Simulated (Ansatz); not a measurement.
A run for Ansatz (a quantum-chemistry and plane-wave program): U-CCSD(T)/cc-pV(T+d)Z on FHSi (SMILES F[SiH]), a point of a bond scan (R = 4.153 Å). Files ending in .json are basis or fitting sets from the Basis Set Exchange.

Ansatz 0.2 input:
```yaml
crystal:
  periodic: [false, false, false]
  atoms:
    - {symbol: Si, position_ang: [-0.20727404, -0.34538525, 0.44957300]}
    - {symbol: H, position_ang: [-2.35602838, -2.63906984, -2.26484705]}
    - {symbol: F, position_ang: [0.43388284, 0.67003240, -0.63758381]}
basis:
  gaussian:
    orbitals: cc-pV_T+d_Z.json
correlation: {method: ccsd_t, electrons: outside_noble_gas}
scf: {omitted_lower_state_checks: [cluster_reference]}
magnetization: {spin_polarized: true, initial_magnetization: 0}
```

Program output:

```
WARN ansatz: RAYON_NUM_THREADS=1 ignored (pool sized by the plan → 1); use --threads N
Functional definition: HF
these checks for a lower state are left out or cut short: cluster_reference
integrals: 0.10 GiB planned
499 factors; integrals over basis functions are off by at most 1.0e-3 eV
mean field: 0.14 GiB planned
mean field evaluation 1: about -10576.5485 eV, gradient 2.1e1 eV
mean field evaluation 2: about -10576.5515 eV, gradient 2.1e1 eV
mean field evaluation 4: about -10579.2540 eV, gradient 6.4e0 eV
mean field evaluation 8: about -10579.8935 eV, gradient 2.0e-1 eV
mean field evaluation 16: about -10579.8939 eV, gradient 2.3e-4 eV
mean field evaluation 32: about -10582.2367 eV, gradient 3.6e0 eV
mean field evaluation 64: about -10582.9719 eV, gradient 7.9e-7 eV
mean field evaluation 96: about -10582.9719 eV, gradient 8.8e-7 eV
mean field evaluation 128: about -10582.8317 eV, gradient 3.2e0 eV
mean field evaluation 160: about -10582.9647 eV, gradient 1.5e-6 eV
mean field evaluation 192: about -10579.8939 eV, gradient 3.0e-5 eV
mean field -10582.97188412 eV, -388.9170433453 hartree, gradient 1.6e-6 eV, S^2 1.019410; 15 other end points of the search recorded, 0 dependent functions left out
6 core orbitals not correlated
reference -10582.97188412 eV, -388.9170433453 hartree; 6, 6 occupied and 71, 71 virtual orbitals, 499 factors
second order -8.90569803 eV of doubles, -0.00000000 eV of singles
coupled cluster: 0.27 GiB planned
cycle   1  -8.92625100 eV  change   -2.1e-2 eV  update   8.5e-2
cycle   2  -9.19244643 eV  change   -2.7e-1 eV  update   3.3e-2
cycle   3  -9.28924528 eV  change   -9.7e-2 eV  update   2.0e-2
cycle   4  -9.27882982 eV  change    1.0e-2 eV  update   5.3e-3
cycle   5  -9.27965889 eV  change   -8.3e-4 eV  update   2.4e-3
cycle   6  -9.28136063 eV  change   -1.7e-3 eV  update   1.1e-3
cycle   7  -9.28108639 eV  change    2.7e-4 eV  update   7.5e-4
cycle   8  -9.28103438 eV  change    5.2e-5 eV  update   6.0e-4
cycle   9  -9.28126477 eV  change   -2.3e-4 eV  update   5.1e-4
cycle  10  -9.28098639 eV  change    2.8e-4 eV  update   4.3e-4
cycle  11  -9.28134497 eV  change   -3.6e-4 eV  update   3.2e-4
cycle  12  -9.28131662 eV  change    2.8e-5 eV  update   1.6e-4
cycle  13  -9.28136442 eV  change   -4.8e-5 eV  update   9.3e-5
cycle  14  -9.28142687 eV  change   -6.2e-5 eV  update   5.1e-5
cycle  15  -9.28141563 eV  change    1.1e-5 eV  update   2.7e-5
cycle  16  -9.28140126 eV  change    1.4e-5 eV  update   1.6e-5
cycle  17  -9.28140324 eV  change   -2.0e-6 eV  update   1.0e-5
coupled cluster: 0.27 GiB planned
perturbative correction -0.30160101 eV, -0.0110836328 hartree
Total energy: -10592.55488837 eV, -389.2692122561 hartree
Checks for a lower state left out: cluster_reference
```

The calculation finished and met its thresholds. Its determinant has ⟨S²⟩ = 1.02, a mixture of spin states.

Cost: around 3.0 core-seconds (rough).
